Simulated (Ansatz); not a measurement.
# Counterpoise correction, worked out

The pair of GeH4 (SMILES [GeH4], atoms 1–5) and PH3 (SMILES P, atoms 6–9), both closed shells, in one local arrangement (a lower one may exist), relaxed at PBE0-D4/def2-TZVP:

```xyz
9
angstrom
Ge 0.1260 0.0821 -1.8930
H 0.5668 -1.0900 -1.0034
H -1.3901 0.2754 -1.7742
H 0.4894 -0.2354 -3.3521
H 0.8517 1.3592 -1.4529
P -0.3488 0.2198 1.9242
H -0.6055 0.5626 3.2779
H 1.0268 -0.0353 2.1623
H -0.7164 -1.1383 2.1111
```

Computed with Ansatz 0.2.0 (basis: def2-TZVPPD); correlated methods freeze the cores. Filled d shells of the heavier atoms are correlated. The def2 sets are not built for correlating such inner shells, so the correlated values are less sure here.

CCSD(T) total energies in eV:

| system | geometry | basis functions | energy |
| --- | --- | --- | --- |
| pair | pair | all | -65870.10343 |
| GeH4 | as in the pair | all (partner as ghosts) | -56544.97598 |
| PH3 | as in the pair | all (partner as ghosts) | -9325.09265 |
| GeH4 | as in the pair | its own | -56544.96199 |
| PH3 | as in the pair | its own | -9325.08667 |
| GeH4 | free (PBE0-D4 minimum) | its own | -56544.96249 |
| PH3 | free (PBE0-D4 minimum) | its own | -9325.08635 |

(1) Work out the interaction energy with and without the counterpoise correction, the superposition error, and the binding energy from the relaxed fragments.

T1 diagnostic: at most 0.014.

Answers

(1) Without correction: -65870.10343 − (-56544.96199) − (-9325.08667) = -0.05477 eV.
With correction (each fragment in the whole basis): -65870.10343 − (-56544.97598) − (-9325.09265) = -0.03480 eV = -0.80 kcal/mol.
The superposition error is the difference, 0.01997 eV, 36 % of the uncorrected value: each fragment borrows its partner's functions.
Deformation from the free shapes: 0.00050 eV for GeH4 and -0.00032 eV for PH3 (a small negative value is possible, since the free shapes are minima of another method).
Binding energy from relaxed fragments: -0.03480 + 0.00050 + (-0.00032) = -0.03462 eV = -0.80 kcal/mol (electronic, without zero-point energy; negative means bound). For comparison, the corrected interaction energy by CCSD(T) at an estimated basis limit (MP2 extrapolated from triple and quadruple zeta, plus CCSD(T) − MP2 in triple zeta) is -0.048 eV; triple zeta with the correction binds less.

For scale, one of the runs: CCSD(T)/def2-TZVPPD, 221 basis functions, launched by `ansatz run in.yaml --threads 4 --pin off --events-out ev --progress --plain --max-ram 9574MiB`. The run took 60 s on 4 CPU threads of an Intel Xeon Platinum 8259CL (shared host), with 3.2 GiB of host memory at its peak.
